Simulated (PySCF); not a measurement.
**Input and output**

Hf(BH4)4 (triplet). PySCF 2.14.0, UKS TPSS, Hf def2-SVP with ECP60, B def2-SVP, H def2-SVP; non-relativistic Hamiltonian with scalar-relativistic core potentials where named; density fitting; no spin-orbit coupling. Purpose: multiplicity 3 at the relaxed geometry.

```python
mol = gto.M(atom='''
Hf    -0.00000     0.00000    -0.05286
B      1.27630     1.39855     1.28543
H      1.93622     2.12422     1.97685
H      0.06050     1.35206     1.60555
H      1.65143     0.19801     1.29513
H      1.27033     1.71697     0.06846
B     -1.27631    -1.39855     1.28542
H     -1.93622    -2.12422     1.97685
H     -0.06051    -1.35206     1.60555
H     -1.65145    -0.19801     1.29512
H     -1.27034    -1.71698     0.06846
B      1.39893    -1.27740    -1.38952
H      2.12351    -1.93639    -2.08292
H      1.41786    -1.60058    -0.17383
H      0.18439    -1.33751    -1.71284
H      1.66528    -0.04763    -1.39428
B     -1.39895     1.27738    -1.38952
H     -2.12355     1.93636    -2.08291
H     -1.41788     1.60056    -0.17383
H     -0.18441     1.33750    -1.71284
H     -1.66528     0.04760    -1.39428''',
    basis={'Hf': 'def2-SVP', 'B': 'def2-SVP', 'H': 'def2-SVP'},
    ecp={'Hf': 'def2-SVP'},
    charge=0, spin=2)
mf = dft.UKS(mol, xc='TPSS')
mf.grids.atom_grid = (50, 194)
mf = mf.density_fit()  # fitting sets: Hf def2-universal-JKFIT, B def2-universal-JKFIT, H def2-universal-JKFIT
mf.conv_tol = 1e-08; mf.max_cycle = 55
mf.kernel(dm0)  # dm0: free metal ions and neutral atoms
```

Run from Python with OMP_NUM_THREADS=4; the lines above give its settings. Where DIIS fails, smearing, a level shift and second-order steps follow.
It took 36 s on 4 threads of Intel(R) Xeon(R) Platinum 8488C (Sapphire Rapids), with other jobs on the host.

Problem. Where do the frontier levels lie, over both spins?

Solution. HOMO -1.99 eV, LUMO -8.42 eV. An empty level of one spin lies below a filled level of the other.

Problem. What are the Mulliken charges and spins?

Solution. 
```json
{"atom": "Hf1", "charge (e)": "0.105", "spin (e)": "0.695"}
{"atom": "B2", "charge (e)": "-0.383", "spin (e)": "0.045"}
{"atom": "H3", "charge (e)": "0.017", "spin (e)": "0.003"}
{"atom": "H4", "charge (e)": "0.102", "spin (e)": "0.036"}
{"atom": "H5", "charge (e)": "0.093", "spin (e)": "0.060"}
{"atom": "H6", "charge (e)": "0.095", "spin (e)": "0.004"}
{"atom": "B7", "charge (e)": "-0.383", "spin (e)": "0.045"}
{"atom": "H8", "charge (e)": "0.017", "spin (e)": "0.003"}
{"atom": "H9", "charge (e)": "0.102", "spin (e)": "0.036"}
{"atom": "H10", "charge (e)": "0.093", "spin (e)": "0.060"}
{"atom": "H11", "charge (e)": "0.095", "spin (e)": "0.004"}
{"atom": "B12", "charge (e)": "-0.399", "spin (e)": "0.229"}
{"atom": "H13", "charge (e)": "0.028", "spin (e)": "-0.013"}
{"atom": "H14", "charge (e)": "0.168", "spin (e)": "0.225"}
{"atom": "H15", "charge (e)": "0.116", "spin (e)": "0.042"}
{"atom": "H16", "charge (e)": "0.110", "spin (e)": "0.022"}
{"atom": "B17", "charge (e)": "-0.399", "spin (e)": "0.229"}
{"atom": "H18", "charge (e)": "0.028", "spin (e)": "-0.013"}
{"atom": "H19", "charge (e)": "0.168", "spin (e)": "0.225"}
{"atom": "H20", "charge (e)": "0.116", "spin (e)": "0.042"}
{"atom": "H21", "charge (e)": "0.110", "spin (e)": "0.022"}
```

Problem. How does its energy compare with the relaxed singlet of charge +0 in vacuum?

Solution. It lies 6.572 eV higher.

Open shells may have lower solutions than the one found.
